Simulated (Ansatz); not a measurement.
**Ligand exchange: C3H5F3 + Sc(CH3)2F → C2H2F4 + Sc(CH3)3**

Species: C3H5F3 (1,1,1-trifluoropropane) `CCC(F)(F)F`, singlet; Sc(CH3)2F, singlet; C2H2F4 (norflurane) `FCC(F)(F)F`, singlet; Sc(CH3)3, singlet. The partners trade CH3 for F: C–CH3 and Sc–F bonds give way to C–F and Sc–CH3.

Shapes, held fixed at every level: PBE0-D4/def2-TZVP. Programs: Ansatz 0.2.0. Electronic energies: no zero-point or thermal term.

(1) Estimate ΔE of this reaction.

Results:

(1) The highest level, CCSD(T)/def2-TZVPP, gives ΔE = +325.6 kJ/mol; the levels span +317.9 to +342.4. The column of differences is taken from that level and isn't an error. No measured value is set beside it here. Outer-core shells of Sc are correlated, in sets that cover them unevenly.

```csv
level,kind,ΔE (kJ/mol),less CCSD(T)/def2-TZVPP
r2SCAN-D4/def2-TZVPP,meta-GGA,+320.7,-4.9
B3LYP-D4/def2-TZVPP,global hybrid,+318.6,-7.0
BHLYP-D4/def2-TZVPP,global hybrid,+322.7,-2.9
PBE0-D4/def2-TZVPP,global hybrid,+317.9,-7.7
r2SCAN0-D4/def2-TZVPP,global hybrid,+322.0,-3.6
CCSD(T)/def2-SVP,coupled cluster or CI,+342.4,+16.8
CCSD/def2-TZVPP,coupled cluster or CI,+325.1,-0.5
CCSD(T)/def2-TZVPP,coupled cluster or CI,+325.6,0.0
```
